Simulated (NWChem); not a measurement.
System: CH5O2Sc; SMILES [OH][Sc]([CH3])[OH]

```xyz
9

Sc     0.0060    -0.0984     0.0000
O      1.7320    -0.7672     0.0000
H      2.5185    -1.3124     0.0000
O     -1.5487    -1.1035     0.0000
H     -2.2059    -1.7992     0.0000
C     -0.2038     2.0988     0.0000
H     -1.2538     2.4418     0.0000
H      0.2861     2.5551    -0.8818
H      0.2861     2.5551     0.8818
```
Atoms are numbered in this order, from 1.

All runs: NWChem. All runs use the structure optimised with PBE0/def2-SVP. No frequency run checked for a minimum. Ions are spin-unrestricted doublets at the neutral geometry; other ion states weren't tried.

For level M06-2X/def2-SVP:

```yaml
vertical ionisation energy, ΔSCF (eV): 8.84
"−ε(HOMO) (eV)": 7.63
```

Problem. How do the values read with level PBE/def2-SVP instead?

Solution. 
| Item | Value |
|---|---|
| vertical ionisation energy, ΔSCF (eV) | 8.36 |
| −ε(HOMO) (eV) | 4.92 |
